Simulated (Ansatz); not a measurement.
H3FGeSi, SMILES `[F][Ge][SiH3]` (excited triplet) (charge 0, multiplicity 3). This triplet is an excited state, 1.23 eV above the relaxed singlet at the level frozen-core CCSD(T)/cc-pVTZ // B3LYP-D3(BJ)/def2-TZVP (Ansatz, an electronic-structure program).

Method: Ansatz with HSE06/cc-pVTZ // B3LYP-D3(BJ)/def2-TZVP.

Ansatz 0.2 input:
```yaml
crystal:
  periodic: [false, false, false]
  atoms:
    - { symbol: F, position_ang: [2.676796, 0.454813, 0.39556] }
    - { symbol: Ge, position_ang: [1.581476, -0.768359, -0.277306] }
    - { symbol: Si, position_ang: [-0.739854, -0.005346, -0.050021] }
    - { symbol: H, position_ang: [-0.938871, 1.256616, -0.798217] }
    - { symbol: H, position_ang: [-1.078379, 0.183761, 1.378823] }
    - { symbol: H, position_ang: [-1.50117, -1.121484, -0.64884] }
basis:
  gaussian: { orbitals: cc-pVTZ }
hamiltonian:
  xc: hse06
magnetization:
  spin_polarized: true
  initial_magnetization: 2
```

Output:

```
Functional definition: HSE06
1024 factors; their error is unknown
82 factors; integrals over basis functions are off by at most 1.1e-6 eV
mean field evaluation 1: about -67147.0085 eV, gradient 2.6e1 eV
mean field evaluation 2: about -67135.8917 eV, gradient 6.4e1 eV
mean field evaluation 4: about -67149.2090 eV, gradient 3.2e0 eV
mean field evaluation 8: about -67149.2686 eV, gradient 7.2e-2 eV
mean field evaluation 16: about -67149.5078 eV, gradient 7.0e-5 eV
mean field -67149.50779518 eV, -2467.6988959018 hartree, gradient 1.0e-5 eV, S^2 2.004701; 0 other end points of the search recorded, 0 dependent functions left out
reference -67149.50783700 eV, -2467.6988974386 hartree; 30, 28 occupied and 119, 121 virtual orbitals, 1024 factors
Total energy: -67149.50783700 eV, -2467.6988974386 hartree
```
